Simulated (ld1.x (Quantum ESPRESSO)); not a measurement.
**S (Z = 16): excitation energies, all-electron against TM**

S, norm-conserving Troullier–Martins (Kleinman–Bylander form), made with ld1.x (Quantum ESPRESSO) 7.5 (BP86, non-relativistic). Core [Ne], reference 3s2 3p3 (charge +1). Waves: 3p (bound): rc 1.45 bohr; 3d channel at 0.25 Ry: rc 1.25 bohr; 3s (bound): rc 1.10 bohr. Local part: the s channel. Core correction: none.

Energies are relative to the spin-unpolarised reference configuration 3s2 3p3; without spin polarisation the order of configurations can differ from experiment. The frozen-core shift is the all-electron ΔE with the core orbitals held at their reference shape minus the fully relaxed ΔE.

Task: Give the all-electron excitation energy and the error of the potential for: 3s2 3p4; 3s2 3p2; 3s2 3p1; 3s2 3p4.3; 3s1 3p5; 3s2 3p0; 3s2 3p3.5.

Result:

| valence configuration | charge | ΔE all-electron (eV) | error AE − PS (meV) | frozen-core shift (meV) |
| --- | --- | --- | --- | --- |
| 3s2 3p4 | 0 | -11.874 | +5.1 | +0.8 |
| 3s2 3p2 | +2 | 22.388 | +13 | +3.7 |
| 3s2 3p1 | +3 | 56.542 | +77 | +25 |
| 3s2 3p4.3 | -0.3 | -13.616 | +7.3 | +1.0 |
| 3s1 3p5 | 0 | -1.687 | +16 | +0.4 |
| 3s2 3p0 | +4 | 103.471 | +249 | +90 |
| 3s2 3p3.5 | +0.5 | -7.161 | +1.7 | +0.3 |

Levels in the configuration 3s2 3p2:

| level | all-electron (eV) | pseudo (eV) |
| --- | --- | --- |
| 3s | -39.361 | -39.336 |
| 3p | -28.084 | -28.053 |

ld1.x printed “convergence not achieved” for 7 of the counted tests; their residual had stalled under 1e-8, short of the target of 1e-14.
